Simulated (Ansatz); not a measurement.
Program: Ansatz. Geometries: PBE0-D4/def2-TZVP. ΔE: electronic, gas phase. CBS: MP2 limit from def2 TZ/QZ plus the TZ coupled-cluster correction, frozen cores. Functionals use def2-TZVPP. def2 core potentials past Kr. For Br, Se, Zr outer-core shells are correlated without core-valence functions, which leaves a few kJ/mol of doubt a bond. Scalar relativity is left out up to krypton. One conformer a species, not always the lowest.

Consider the redistribution: `[CH3][Zr]([OH])([F])[F]` + `[SeH][SiH2]Br` → `[OH][Zr]([F])([F])[SeH]` + `C[SiH2]Br`.

| level | ΔE (eV) |
| --- | --- |
| r2SCAN-D4 | -0.92 |
| CCSD(T)/def2-TZVPP | -0.94 |
| HF/CBS(def2) | -0.99 |
| MP2/CBS(def2) | -0.90 |

Q: What does CCSD(T)/CBS give? (Estimate.)

A: Computed: -0.88 eV. The listed levels differ from it by -0.04, -0.06, -0.11, -0.02 eV.

Largest T1 diagnostic among the species: 0.017.

From PBE to PBE0 (25 % exact exchange), in def2-TZVPP and without D4, ΔE moves by −0.03 eV. In def2-TZVPP, CCSD(T) changes the Hartree–Fock value by +0.05 eV (the triples alone add −0.01 eV) and MP2 by +0.03 eV.
